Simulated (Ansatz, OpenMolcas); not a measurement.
**How methods differ on CuCl (SMILES [Cl][Cu])**

The species is CuCl (2 atoms), meant as a singlet with charge 0. SMILES: `[Cl][Cu]`. The coordinates come from a PBE0-D4/def2-TZVP relaxation.

| atom | x (Å) | y (Å) | z (Å) |
| --- | --- | --- | --- |
| Cl | 0.8983 | -0.3452 | 0.4464 |
| Cu | -0.8688 | 0.2850 | -0.4424 |

Each level gives the atomisation enthalpy at 298 K (kJ/mol). The values are calculated. The thermal term (zero-point and 298 K enthalpy, harmonic and unscaled) is that of BLYP/cc-pVTZ; the spin-orbit lowering of the free atoms at 298 K, 3.4 kJ/mol by their spectra, is taken off.

**The experiment to reproduce.** NIST-JANAF tables gives the atomisation enthalpy at 298 K of the gas as 368 kJ/mol.

```
          level                   kind     program  value (kJ/mol)  computed − measured  CPU time (all runs)
     HF/cc-pVTZ           Hartree–Fock      Ansatz             245                 -123                 10 s
  M06-L/cc-pVTZ               meta-GGA  OpenMolcas             384                  +16                 39 s
   TPSS/cc-pVTZ               meta-GGA  OpenMolcas             364                   -4                 41 s
  B3LYP/cc-pVTZ          global hybrid  OpenMolcas             337                  -31                 31 s
  BHLYP/cc-pVTZ          global hybrid  OpenMolcas             327                  -41                 31 s
   PBE0/cc-pVTZ          global hybrid  OpenMolcas             353                  -15                 30 s
    MP2/cc-pVTZ    perturbation theory      Ansatz             372                   +4                 14 s
CCSD(T)/cc-pVTZ  coupled cluster or CI      Ansatz             349                  -19                 33 s
```

Nearest: TPSS/cc-pVTZ (-4 kJ/mol), MP2/cc-pVTZ (+4 kJ/mol); farthest: HF/cc-pVTZ (-123 kJ/mol). Computed less measured by kind, in kJ/mol (cc-pVTZ rows): Hartree–Fock -123; meta-GGA -4 to +16; global hybrid -41 to -15; perturbation theory +4; coupled cluster or CI -19. Wave-function methods converge slowly with the basis and bind too weakly in sets of this size; that is part of their error here. The measured heats of formation of B, Si, Al and metal atoms are uncertain by some kJ/mol each. Times are those of the runs behind each value, whatever else they computed, on shared processors of several kinds: orders of magnitude only.
